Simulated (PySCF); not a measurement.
C3H3BFNO, SMILES O1C=CC=NB1F.

The structure is a stationary point at B3LYP-D3(BJ)/def2-SVP. This is a generated structure with no PubChem entry under its InChIKey; it may be hypothetical.

Method: TDA-PBE0/def2-SVPD run with PySCF 2.14.0.

Vertical excitations. The molecule is in vacuum. State labels are in the subgroup Cs.

Computed lowest excited states:
```json
[
 {"state": "S1", "symmetry": "A\"", "energy (eV)": "3.75", "λ (nm)": "330", "f": "0.003", "main pairs": "HOMO→LUMO 99 %"},
 {"state": "S2", "symmetry": "A'", "energy (eV)": "5.65", "λ (nm)": "220", "f": "0.232", "main pairs": "HOMO−1→LUMO 89 %"},
 {"state": "S3", "symmetry": "A\"", "energy (eV)": "6.02", "λ (nm)": "206", "f": "0.001", "main pairs": "HOMO→LUMO+1 98 %"},
 {"state": "S4", "symmetry": "A'", "energy (eV)": "6.89", "λ (nm)": "180", "f": "0.016", "main pairs": "HOMO→LUMO+2 95 %"},
 {"state": "S5", "symmetry": "A\"", "energy (eV)": "7.10", "λ (nm)": "175", "f": "0.000", "main pairs": "HOMO−3→LUMO 97 %"},
 {"state": "S6", "symmetry": "A\"", "energy (eV)": "7.19", "λ (nm)": "173", "f": "0.005", "main pairs": "HOMO−1→LUMO+2 98 %"},
 {"state": "S7", "symmetry": "A'", "energy (eV)": "7.25", "λ (nm)": "171", "f": "0.042", "main pairs": "HOMO−1→LUMO+1 57 %, HOMO−2→LUMO 34 %"},
 {"state": "S8", "symmetry": "A'", "energy (eV)": "7.66", "λ (nm)": "162", "f": "0.004", "main pairs": "HOMO→LUMO+3 89 %"},
 {"state": "S9", "symmetry": "A\"", "energy (eV)": "7.91", "λ (nm)": "157", "f": "0.014", "main pairs": "HOMO−1→LUMO+3 97 %"},
 {"state": "S10", "symmetry": "A'", "energy (eV)": "7.96", "λ (nm)": "156", "f": "0.027", "main pairs": "HOMO→LUMO+4 92 %"},
 {"state": "T1", "symmetry": "A\"", "energy (eV)": "3.24", "λ (nm)": "383", "f": "0", "main pairs": "HOMO→LUMO 98 %"},
 {"state": "T2", "symmetry": "A'", "energy (eV)": "3.46", "λ (nm)": "358", "f": "0", "main pairs": "HOMO−1→LUMO 95 %"},
 {"state": "T3", "symmetry": "A'", "energy (eV)": "5.35", "λ (nm)": "232", "f": "0", "main pairs": "HOMO−2→LUMO 76 %, HOMO−1→LUMO+1 19 %"},
 {"state": "T4", "symmetry": "A'", "energy (eV)": "5.68", "λ (nm)": "218", "f": "0", "main pairs": "HOMO−1→LUMO+1 74 %, HOMO−2→LUMO 18 %"}
]
```
Triplets are in the Tamm–Dancoff approximation.
